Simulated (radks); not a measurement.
Spherical quantum dot in the effective-mass picture: electrons in a hard-walled sphere of radius 2.67, with a point charge +2 (a donor) at the centre, all in effective atomic units (hartree* = m*/eps^2 hartree, bohr* = eps/m* bohr), one dielectric constant everywhere. Method: non-relativistic Kohn-Sham, LDA (Slater exchange, Perdew-Wang correlation), spin-polarised, spherical densities; computed with a radial shooting solver with Libxc functionals. Levels are named by radial order and angular momentum (1s, 1p, 1d, 2s, ...), and open shells are averaged over m.

N = 16, configuration 1s2 1p6 1d(up 5, down 1) 2s2. This is the lowest configuration that the search found. Occupied and some empty levels:

level,occupation,eigenvalue (hartree*),<r> (bohr*)
1s up,1,7.3293,1.380
1s down,1,7.3978,1.348
1p up,3,7.9736,1.735
1p down,3,8.0665,1.731
1d up,5,8.7229,1.841
2s up,1,8.7334,1.163
2s down,1,8.7785,1.186
1d down,1,8.8200,1.840
1f up,0,9.6821,1.914
1f down,0,9.7804,1.914
2p up,0,10.801,1.362
1g up,0,10.842,1.971
2p down,0,10.856,1.360
1g down,0,10.940,1.971

Energy (hartree*): total 66.7024, kinetic 31.649, external -24.845, Hartree 68.892, exchange-correlation -8.9942.

Electron density:

r (bohr*),n(r) (e/bohr*^3)
0.0695,3.962
0.203,2.353
0.336,1.422
0.469,0.8792
0.602,0.5641
0.736,0.3864
0.869,0.2948
1.00,0.2589
1.14,0.2589
1.27,0.2806
1.40,0.3112
1.53,0.3394
1.67,0.3544
1.80,0.3471
1.94,0.3123
2.07,0.2521
2.20,0.1756
2.33,0.09814
2.47,0.03685
2.60,0.004163
